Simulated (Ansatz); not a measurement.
Gas-phase electronic energies from Ansatz, PBE0-D4/def2-TZVP geometries. CBS: MP2 limit from def2 TZ/QZ plus the TZ coupled-cluster correction, frozen cores. DFT in def2-TZVPP. For Ge outer-core shells are correlated without core-valence functions, which leaves a few kJ/mol of doubt a bond. Scalar relativity is left out up to krypton. Each species was taken in one conformer, which may not be the lowest.

`C[SiH2][O][GeH3]` + `C[NH][AlH2]` → `C[SiH2][N](C)[AlH2]` + `[OH][GeH3]`  (ligand exchange at the Si–O bond)

`C[SiH2][O][GeH3]`:

Z-matrix (Å, degrees):
```
C
Si 1 1.858
H 1 1.092 2 110.8
H 1 1.093 2 110.4 3 -119.9
H 1 1.092 2 110.8 3 120.2
O 2 1.638 1 108.9 3 -60.1
H 2 1.493 1 110.4 3 179.1
H 2 1.493 1 110.4 3 60.6
Ge 6 1.774 2 133.9 1 179.8
H 9 1.533 6 105.6 2 -179.8
H 9 1.538 6 108.6 2 -60.0
H 9 1.538 6 108.6 2 60.5
```

`C[NH][AlH2]`:

Z-matrix (Å, degrees):
```
C
N 1 1.447
H 1 1.097 2 112.3
H 1 1.097 2 112.4 3 121.5
H 1 1.093 2 109.8 3 -119.2
Al 2 1.767 1 128.6 3 119.4
H 2 1.010 1 111.9 3 -60.6
H 6 1.584 2 117.5 1 179.9
H 6 1.584 2 117.5 1 0.1
```

`C[SiH2][N](C)[AlH2]`:

Z-matrix (Å, degrees):
```
C
Si 1 1.869
H 1 1.093 2 111.1
H 1 1.094 2 110.2 3 -119.8
H 1 1.093 2 111.5 3 120.8
N 2 1.733 1 113.0 3 -60.1
H 2 1.488 1 110.3 3 59.6
H 2 1.495 1 108.0 3 178.7
Al 6 1.783 2 123.8 1 118.6
C 6 1.462 2 115.8 1 -63.0
H 9 1.586 6 116.3 2 178.0
H 9 1.581 6 119.3 2 -2.3
H 10 1.097 6 111.6 2 -56.0
H 10 1.094 6 111.0 2 -175.7
H 10 1.096 6 112.0 2 64.5
```

`[OH][GeH3]`:

```xyz
6

O    -0.524   -1.212    0.373
Ge    0.012    0.383   -0.218
H     0.090   -1.599    1.000
H    -1.089    0.815   -1.189
H     1.372    0.250   -0.930
H     0.139    1.364    0.964
```

| level | ΔE (kJ/mol) | difference from CCSD(T)/CBS |
| --- | --- | --- |
| PBE-D4 | 49.3 | -6.4 |
| ωB97X-V | 57.2 | 1.5 |
| ωB97M-V | 55.5 | -0.2 |
| r2SCAN | 58.3 | 2.6 |
| PBE0 | 56.3 | 0.6 |
| SCS-MP2/def2-TZVPP | 58.5 | 2.8 |
| CCSD/def2-TZVPP | 59.3 | 3.6 |
| CCSD(T)/def2-TZVPP | 55.7 | 0.0 |
| HF/def2-QZVPP | 77.9 | 22.2 |
| MP2/def2-QZVPP | 54.1 | -1.6 |
| CCSD(T)/CBS | 55.7 | 0 |

Largest T1 diagnostic among the species: 0.012.

In def2-TZVPP, CCSD(T) changes the Hartree–Fock value by −21.5 kJ/mol (the triples alone add −3.5 kJ/mol) and MP2 by −23.3 kJ/mol. The D4 term adds −7.4 kJ/mol with B3LYP and −4.1 kJ/mol with PBE0; it sums over pairs of atoms, weighted by their polarisabilities, and B3LYP, whose exchange is more repulsive, gets the larger term.

B3LYP here is the variant with VWN-RPA as its local correlation; programs differ in this.
